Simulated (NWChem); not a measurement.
System: AlH₃O₂; SMILES [OH][AlH][OH]

```xyz
6

Al    -0.4579    -0.0102     0.0000
H     -2.0315    -0.0471     0.0000
O      0.3652    -1.4932     0.0000
H      1.3178    -1.5979     0.0000
O      0.4548     1.4257     0.0000
H      0.1067     2.3180     0.0000
```
Atoms are numbered in this order, from 1.

Geometry: optimised at PBE0/def2-SVP.

Symmetry labels are those of Cs in the frame above (b1 and b2, or b-type labels, depend on it).

Problem. List the 4 lowest vertical singlet excitations from PBE/def2-SVP, TDA (NWChem).

Solution. 
| state | energy (eV) | oscillator strength | symmetry | leading excitation (squared amplitude) |
|---|---|---|---|---|
| S1 | 6.47 | 0.000 | a" | HOMO → LUMO+1 (1.00) |
| S2 | 6.69 | 0.008 | a" | HOMO−1 → LUMO (0.97) |
| S3 | 6.90 | 0.000 | a' | HOMO−2 → LUMO+1 (0.45) |
| S4 | 7.00 | 0.064 | a' | HOMO−1 → LUMO+1 (0.72) |
